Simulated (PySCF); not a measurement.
C₇H₁₄N₂P (charge +1).
Numbering: `[CH:1]#[C:2][P+:3]1([CH3:4])[N:5]([CH3:6])[CH2:7][CH2:8][N:9]1[CH3:10]` (hydrogens: H11 on C1; H12, H13, H14 on C4; H15, H16, H17 on C6; H18, H19 on C7; H20, H21 on C8; H22, H23, H24 on C10)

Geometry (GFN2-xTB, Å), atoms numbered from 1 in this order:
```xyz
24
C7H14N2P angstrom
C      2.9406   -0.7188    1.2951
C      1.9573   -0.5367    0.6260
P      0.5007   -0.1685   -0.2963
C      0.9188   -0.3794   -2.0471
N     -0.7391   -1.0412    0.3304
C     -0.9431   -2.4585    0.1009
C     -1.8964   -0.1896    0.6128
C     -1.3074    1.1910    0.8825
N     -0.1816    1.3107   -0.0490
C      0.5808    2.5463   -0.0275
H      3.8044   -0.9033    1.8709
H      0.0496   -0.1315   -2.6561
H      1.7494    0.2705   -2.3177
H      1.2163   -1.4129   -2.2257
H      0.0203   -2.9305   -0.0897
H     -1.3777   -2.9086    0.9944
H     -1.6103   -2.6468   -0.7441
H     -2.4258   -0.5782    1.4846
H     -2.5895   -0.1678   -0.2355
H     -0.9779    1.2795    1.9239
H     -2.0244    1.9869    0.6745
H      0.9612    2.7796    0.9702
H     -0.0610    3.3641   -0.3570
H      1.4230    2.4634   -0.7128
```

Computed at PBE0/pcSseg-1 (PySCF, non-relativistic), with Q(14N) = 0.02044 b: N5, 14N (I = 1): χzz = -5.823 MHz, η = 0.088; N9, 14N (I = 1): χzz = -5.514 MHz, η = 0.091.

Find the zero-field quadrupole resonance frequencies of 14N at N5.

From ν± = (3/4)|χ|(1 ± η/3) and ν0 = |χ|η/2: ν+ 4.495 MHz, ν− 4.239 MHz, ν0 0.257 MHz (nitrogen bonded to 2 C and P).

Where would the pure quadrupole (NQR) lines of 14N at N9 fall for the rigid, isolated species?

From ν± = (3/4)|χ|(1 ± η/3) and ν0 = |χ|η/2: ν+ 4.261 MHz, ν− 4.010 MHz, ν0 0.251 MHz (nitrogen bonded to 2 C and P).

In a crystal, neighbours and librations shift these lines. GFN2-xTB bond lengths can be off by several hundredths of an ångström, more for odd bonds, and the gradients follow them. The small basis limits the accuracy of the gradients.

These values come from a run that also computed NMR shieldings. On Arm Neoverse V2, one thread, shared host, this took 62 s and 1.1 GiB of memory at its peak.

One conformer stands for the species.
